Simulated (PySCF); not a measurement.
Mn²⁺ (manganese, charge +2): MN15 calculation

Configuration: [Ar] 3d5, high-spin 6S determinant. Computed with PySCF 2.14 in aug-cc-pVDZ-DK (7s6p4d2f, 59 functions), with scalar relativity by spin-free X2C-1e.

| Quantity | Value |
| --- | --- |
| Total energy | -1158.319 hartree |
| One-electron energy | -1578.617 hartree |
| Hartree (Coulomb) energy | 473.168 hartree |
| Exchange-correlation energy | -52.870 hartree |
| ⟨S²⟩ | 8.7504 |
| ⟨L²⟩ | 0.000 |
| Sum of ⟨r⟩ | 14.91 bohr |
| Sum of ⟨r²⟩ | 16.13 bohr² |
| Langevin diamagnetic susceptibility | -12.8 ×10⁻⁶ cm³/mol |
| Time after the integrals | 3 s of wall time on 1 thread of Neoverse-N1 (shared host) |

| shell | electrons | mean orbital energy (eV) | rms radius, mean of both spins (bohr) |
| --- | --- | --- | --- |
| 1s β | 1 | -6437.2 | 0.0704 |
| 1s α | 1 | -6437.1 | 0.0704 |
| 2s α | 1 | -754.62 | 0.306 |
| 2s β | 1 | -753.82 | 0.306 |
| 2p α | 3 | -652.35 | 0.273 |
| 2p β | 3 | -651.23 | 0.273 |
| 3s α | 1 | -106.34 | 0.929 |
| 3s β | 1 | -103.39 | 0.929 |
| 3p α | 3 | -77.592 | 0.986 |
| 3p β | 3 | -73.126 | 0.986 |
| 3d α | 5 | -28.991 | 1.26 |

Densities and radii are taken from the X2C orbitals without a picture-change correction, which distorts them close to the nucleus.
